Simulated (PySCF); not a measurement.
C2H6B, SMILES C[B]C, multiplicity 2. Atoms are numbered in the order given.

```xyz
9

C      1.3952     0.0124     0.0985
B      0.0000     0.0000    -0.5634
C     -1.3952    -0.0124     0.0985
H      1.6717    -1.0485     0.2031
H      2.1844     0.4745    -0.4969
H      1.4020     0.4369     1.1109
H     -1.4020    -0.4369     1.1109
H     -2.1844    -0.4745    -0.4969
H     -1.6717     1.0485     0.2031
```
Charge 0, spin multiplicity 2.

The structure is a stationary point at PBE0-D3(BJ)/def2-TZVP. The isomer is the one that the SMILES or the coordinates give; other isomers of the formula were not compared.

Two levels are set side by side: PBE/pcH-1 (PySCF) and PBE0/pcH-1 (PySCF). Contact hyperfine couplings, same geometry. Differences are taken from unrounded values.

```csv
quantity,PBE0,PBE,PBE minus PBE0
"A(iso) of 13C, atom C1 (MHz)",41.6,45.8,4.1
"A(iso) of 11B, atom B2 (MHz)",314.3,304.5,-9.8
"A(iso) of 13C, atom C3 (MHz)",41.6,45.8,4.1
"A(iso) of 1H, atom H4 (MHz)",-6.8,-7.7,-0.8
"A(iso) of 1H, atom H5 (MHz)",33.1,33.7,0.6
"A(iso) of 1H, atom H6 (MHz)",67.4,68.8,1.4
"A(iso) of 1H, atom H7 (MHz)",67.4,68.8,1.4
"A(iso) of 1H, atom H8 (MHz)",33.1,33.7,0.6
"A(iso) of 1H, atom H9 (MHz)",-6.8,-7.7,-0.8
```

Rough cost on one machine, each run with all the roots and properties that it gave: PBE0 against PBE within a factor of 2.
